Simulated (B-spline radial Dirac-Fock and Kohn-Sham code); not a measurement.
## Form factor and incoherent scattering function of Dy

System: the free dysprosium atom, configuration [Xe] 4f11 6s1 (not the ground configuration).

Calculated with an atomic code on a B-spline grid, using relativistic Hartree-Fock (Dirac-Fock) wave functions, averaged over the configuration. f₀ is the Fourier transform of the spherical electron density, S the Waller-Hartree incoherent function, and s = sin θ/λ.

```
s (Å⁻¹)      f₀       S
      0  66.000   0.000
   0.05  64.781   1.599
    0.1  62.111   4.249
   0.15  58.888   7.097
    0.2  55.351   9.845
   0.25  51.743  12.345
    0.3  48.282  14.644
   0.35  45.085  16.780
    0.4  42.181  18.752
   0.45  39.552  20.561
    0.5  37.162  22.224
    0.6  32.962  25.221
    0.7  29.384  27.918
    0.8  26.341  30.392
    0.9  23.791  32.679
      1  21.694  34.810
    1.1  19.991  36.805
    1.2  18.611  38.670
    1.4  16.520  41.980
    1.6  14.914  44.709
    1.8  13.491  46.920
      2  12.136  48.732
    2.5   9.110  52.171
      3   6.976  54.698
    3.5   5.722  56.655
      4   4.997  58.207
      5   4.059  60.478
      6   3.235  61.990
```

f₀ starts at the number of electrons, 66, and has fallen to half at s ≈ 0.60 Å⁻¹. The sum of ⟨r²⟩ over the electrons is 73.97 bohr². It fixes the forward electron scattering factor, f_e(0) = (a₀/3)Σ⟨r²⟩ = 13.047 Å.
